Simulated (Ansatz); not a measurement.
The lowest singlet and triplet of NH (SMILES [NH]); geometries from B3LYP-D3(BJ)/def2-TZVP, each state relaxed from the structure named, with no frequency check, low spin by broken symmetry.
Singlet (charge 0, multiplicity 1):
```xyz
2

N      0.000     0.000    -0.130
H      0.000     0.000     0.911
```
Triplet (charge 0, multiplicity 3):
```xyz
2

N      0.00000     0.00000    -0.13024
H      0.00000     0.00000     0.91165
```

A positive gap puts the triplet lower; no zero-point energy. R- takes a restricted singlet, here one determinant of a half-filled degenerate or near-degenerate pair, which mixes singlet states. U- takes an unrestricted singlet (broken symmetry where lower, unprojected). The triplet is unrestricted in single-reference levels. Active spaces average the two states.

Correlated levels freeze the cores.

Run with Ansatz (Gaussian orbitals). Values without a source in brackets are computed.

| level | gap E(singlet) − E(triplet), adiabatic (eV) |
|---|---|
| R-SVWN5/def2-TZVPP | 2.257 |
| U-B3LYP/def2-TZVPP (spin-contaminated) | 0.547 |
| U-B2PLYP/def2-TZVPP (spin-contaminated) | 0.623 |
| R-MP2/cc-pVTZ | 2.346 |
| R-CCSD/cc-pVTZ | 2.070 |
| R-CCSD(T)/cc-pVDZ | 2.045 |
| SA-CASSCF(6,5)/cc-pVTZ | 1.921 |
| SC-NEVPT2 on SA-CASSCF(6,5)/cc-pVQZ | 1.638 |
| FCI/cc-pVDZ | ___ |

Problem. What belongs in the gaps?

Solution. 
- FCI/cc-pVDZ, gap E(singlet) − E(triplet), adiabatic (eV): 1.829

Doubts at one or more of the structures used: a restricted determinant that unrestricted orbitals would lower (R-SVWN5/def2-TZVPP, R-MP2/cc-pVTZ, R-CCSD/cc-pVTZ, R-CCSD(T)/cc-pVDZ).

Ansatz is a first-principles code.
